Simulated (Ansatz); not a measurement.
## A rate constant, worked out

An elementary step of SnH$_{4}$SO, closed shell (SnH₄SO ([OH][SnH2][SH]) → SnH₂S ([S][SnH2]) + H₂O (still joined by a long Sn–O bond); Sn–O, S–H broken or loosened, O–H formed or tightened). The start structure is the reactant molecule, and the electronic barrier above it is 1.140 eV by CCSD(T) at an estimated basis limit (MP2 extrapolated from triple and quadruple zeta, plus CCSD(T) − MP2 in triple zeta). Computed with Ansatz 0.2.0 (basis: def2-TZVPP and def2-QZVPP); correlated methods freeze the cores. Filled d shells of the heavier atoms are correlated. Core potentials replace the inner electrons of the atoms past krypton. The def2 sets are not built for correlating such inner shells, so the correlated values are less sure here. Extrapolation: Hartree–Fock as exp(−7.88 √X), correlation as X^−2.97. Harmonic wavenumbers at PBE0-D4/def2-TZVP (Ansatz 0.2.0), in cm⁻¹:

Start: 126, 151, 224, 359, 388, 518, 608, 638, 682, 719, 863, 1956, 1983, 2713, 3890.

Saddle: 1223i, 337, 390, 412, 422, 452, 549, 607, 712, 740, 1131, 1569, 1926, 1948, 3839.

**Question.** Work out the transition-state-theory rate constant at 700 K from these numbers alone (harmonic vibrations; rotation, path degeneracy and anharmonicity left out), and the Wigner tunnelling factor. Use 1 cm⁻¹ = 1.2398 × 10⁻⁴ eV and k_B = 8.617 × 10⁻⁵ eV/K.

**Answer.** Zero-point energies, half the sums: start 15818/2 cm⁻¹ = 0.9806 eV; saddle, real modes only, 15034/2 cm⁻¹ = 0.9320 eV.
Barrier with zero-point energy: 1.140 + 0.9320 − 0.9806 = 1.0914 eV.
k_BT = 0.06032 eV, so the barrier is 18.09 k_BT.
Vibrational partition functions from the zero-point level, ln q = −Σ ln(1 − exp(−hν/k_BT)): start 6.886, saddle 4.317.
k = (k_BT/h) exp(ln q‡ − ln q) exp(−E0/k_BT), with log₁₀(k_BT/h in s⁻¹) = 13.16: log₁₀ k = 13.16 + (-2.569 − 18.09)/2.3026 = 4.19, so k ≈ 2 × 10^(4) s⁻¹.
Wigner factor: 1 + (hν‡/k_BT)²/24 = 1 + (2.51)²/24 = 1.26. A change of 1 kcal/mol (0.043 eV) in the barrier would change k by a factor of 2.1 at this temperature.

The T1 diagnostic stays at or below 0.016.

Labels in which every atom is bracketed show which atoms are joined, not bond orders.

For scale, one of the runs: CCSD(T)/def2-TZVPP, 179 basis functions, launched by `ansatz run in.yaml --threads 4 --pin off --events-out ev --progress --plain --max-ram 9574MiB`. Time: 40 s of wall clock on 4 CPU threads of an Arm Neoverse V1; the host was shared. Peak host memory: 1.9 GiB.
